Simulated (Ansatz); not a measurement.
```yaml
crystal:
  periodic: [false, false, false]
  atoms:
    - {symbol: C, position_ang: [-1.127916, -2.597553, 2.225413]}
    - {symbol: C, position_ang: [-0.014491, -1.616497, 1.850408]}
    - {symbol: Al, position_ang: [-0.622996, 0.216415, 1.562394]}
    - {symbol: Cl, position_ang: [-1.604981, 1.296058, 3.111918]}
    - {symbol: N, position_ang: [0.720893, 1.366645, 0.757556]}
    - {symbol: Al, position_ang: [-0.230704, 1.391875, -0.940577]}
    - {symbol: Cl, position_ang: [-0.880633, 3.386326, -1.302130]}
    - {symbol: C, position_ang: [0.677641, 0.367479, -2.332806]}
    - {symbol: C, position_ang: [1.972390, 1.006510, -2.840839]}
    - {symbol: N, position_ang: [-1.667895, 0.417402, -0.067820]}
    - {symbol: H, position_ang: [-1.635002, -2.292615, 3.144630]}
    - {symbol: H, position_ang: [-0.753017, -3.613343, 2.382854]}
    - {symbol: H, position_ang: [-1.895607, -2.660092, 1.447306]}
    - {symbol: H, position_ang: [0.752810, -1.615221, 2.634457]}
    - {symbol: H, position_ang: [0.501475, -1.967212, 0.945645]}
    - {symbol: H, position_ang: [1.661303, 0.989561, 0.727669]}
    - {symbol: H, position_ang: [0.783608, 2.280092, 1.196128]}
    - {symbol: H, position_ang: [0.885046, -0.643107, -1.953976]}
    - {symbol: H, position_ang: [-0.013441, 0.221612, -3.172217]}
    - {symbol: H, position_ang: [2.707438, 1.131592, -2.039111]}
    - {symbol: H, position_ang: [2.453576, 0.409619, -3.621447]}
    - {symbol: H, position_ang: [1.789378, 2.000094, -3.258430]}
    - {symbol: H, position_ang: [-1.949489, -0.446352, -0.517366]}
    - {symbol: H, position_ang: [-2.509374, 0.970703, 0.060342]}
basis:
  gaussian: {orbitals: cc-pVDZ}
hamiltonian: {xc: {name: CCSD(T)}, dispersion: d3bjatm}
output: {forces: true}
```

```sh
$ ansatz run in.yaml --threads 4 --pin off --events-out ev --progress --plain --max-ram 66560MiB --backend cpu
```

Output, abridged:

```
Error: YAML parse error: error: line 30 column 19: hamiltonian.xc: no functional is named "CCSD(T)"; the names, which are not case-sensitive, are SVWN5, SPW92, PBE, PBE0, PBEsol, revPBE, revPBE0, RPBE, rPW86-PBE, HSE06, wPBEh, LC-wPBE, HISS, HF, BLYP, B3LYP, B3LYP5, BHLYP, CAM-B3LYP, r2SCAN, r2SCANh, r2SCAN0, r2SCAN50, m-r2SCAN, B97, wB97, wB97X, wB97X-V, B97M-V, wB97M-V, B2PLYP, B2GP-PLYP, PBE0-DH, PBE-QIDH
28 | basis:
29 |   gaussian: {orbitals: cc-pVDZ}
30 | hamiltonian: {xc: {name: CCSD(T)}, dispersion: d3bjatm}
31 | output: {forces: true}
```

(1) Something in this input is off. What?

## Answers

(1) The method's name isn't one that the program takes here. The input was rejected before any iteration.

HSE06 is defined as in plane-wave codes.
